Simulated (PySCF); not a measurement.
**Relaxation of singlet SbN(OH)₂**

All numbers come from B3LYP/[Sb def2-SVP with ECP28, N def2-SVP, O def2-SVP, H def2-SVP], scalar-relativistic core potentials, density fitting, no spin–orbit coupling, PySCF. A (50,194) grid was used.

A hand-made T-shaped (ligand arrangement 2) (heavy-atom frame) start, with no symmetry imposed:

Coordinates in bohr (charge 0 multiplicity 1):
```
Sb    0.0990   -0.0083   -0.4174
N     3.7439   -0.0083   -0.2900
O     0.0990   -0.0083    3.4188
O    -3.7349   -0.0083   -0.2836
H    -1.2907   -0.0083    4.5849
H    -4.9003    1.3814   -0.2428
```

**Question.** What forces act on the atoms at the start (eV/Å)?

**Answer.** 
| atom | Fx | Fy | Fz |
| --- | --- | --- | --- |
| Sb1 | 0.51 | 0.18 | 2.56 |
| N2 | -0.68 | 0.05 | -1.18 |
| O3 | 0.56 | 0.02 | -0.53 |
| O4 | 0.28 | -0.90 | -0.40 |
| H5 | -0.78 | -0.05 | -0.34 |
| H6 | 0.11 | 0.71 | -0.11 |

**Question.** What does it relax to?

**Answer.** It ends at Cs with O–H 0.971 Å, O–H 0.974 Å, Sb–N 1.845 Å, Sb–O 1.984 Å, Sb–O 2.004 Å; H–O–Sb 107.0°, H–O–Sb 111.0°, N–Sb–O 134.1°, N–Sb–O 137.8°, O–Sb–O 88.1° (after a last refinement on a finer grid). The frequency run here used a shortcut that can spoil soft modes, so no verdict on minimum or saddle point is given.

**Question.** How much energy is released, and in how many steps?

**Answer.** 125.5 kJ/mol in 31 steps.

The relaxation took 51 s on 2 threads of a shared Arm Neoverse V2 host, with 78 basis functions and 33 gradients; the process peaked at 0.68 GiB. Launch command: `OMP_NUM_THREADS=2 python axn.py task.json out`.
